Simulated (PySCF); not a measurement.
Gas-phase equilibrium of 1 mol GeF4, 0.18 mol H2 at 1400 K and 0.133 bar, among 16 species (GeH4, Ge2H6, F2, GeF2, GeF3, F, H, GeH3F, GeHF3, HF, H2, Ge3H8, GeH3, GeH2F2, GeH2, GeF4). Only gases are allowed; each row takes one source of thermochemistry for all species, and Cantera finds the minimum.

Energies from PySCF, thermal terms from the rigid-rotor harmonic-oscillator model, ideal gas at 1 bar. † marks an energy on the PBE0/def2-TZVP geometry and frequencies; other levels use their own. MP2 freezes the core. 6-31G* has spherical d functions here. Open shells (unrestricted) among the columns below: GeF3 (multiplicity 2); the rest are closed-shell singlets. B3LYP is the form with VWN-RPA correlation. Ge: all electrons, no relativistic terms. GeF3, GeHF3: computed as isolated molecules; such fragments, hydroxides, amides, oligomers or adducts are transient or little studied in the gas. MP2 isn't extrapolated to the basis-set limit. The harmonic model lacks anharmonicity and excited electronic states, which grow with temperature; levels with a mode under 35 cm⁻¹ are left out.

Molecules larger than those listed are left out, and so are free Ge atoms, whose spin-orbit terms are large. Also missing: (HF)n, which can matter at low temperature or high pressure. Table species left out: H2F2, H3F3, H4F4.

Mole fractions:

```json
[
 {"thermochemistry": "B3LYP/6-31G*", "x GeF4": "0.60", "x HF": "0.26", "x GeF2": "0.13", "x GeF3": "0.00011", "x H2": "2.3e-5", "x GeHF3": "2.1e-6"},
 {"thermochemistry": "MP2/def2-SVP†", "x GeF4": "0.60", "x HF": "0.26", "x GeF2": "0.13", "x GeF3": "8.1e-5", "x H2": "9.5e-6", "x GeHF3": "1.1e-5"},
 {"thermochemistry": "MP2/def2-TZVPP†", "x GeF4": "0.60", "x HF": "0.26", "x GeF2": "0.13", "x GeF3": "6.9e-5", "x H2": "1.6e-6", "x GeHF3": "3.2e-6"},
 {"thermochemistry": "PBE/def2-TZVP†", "x GeF4": "0.60", "x HF": "0.26", "x GeF2": "0.13", "x GeF3": "0.00020", "x H2": "3.7e-8", "x GeHF3": "1.2e-7"},
 {"thermochemistry": "PBE0/def2-TZVP", "x GeF4": "0.60", "x HF": "0.26", "x GeF2": "0.13", "x GeF3": "0.00015", "x H2": "1.7e-7", "x GeHF3": "6.7e-7"},
 {"thermochemistry": "LDA/def2-TZVP†", "x GeF4": "0.60", "x HF": "0.26", "x GeF2": "0.13", "x GeF3": "9.0e-5", "x H2": "3.5e-7", "x GeHF3": "1.7e-6"}
]
```
The most sensitive of these is H2: it spans a factor of 10^2.8 over these rows; at this temperature one factor of ten is RT ln 10 = 27 kJ/mol.
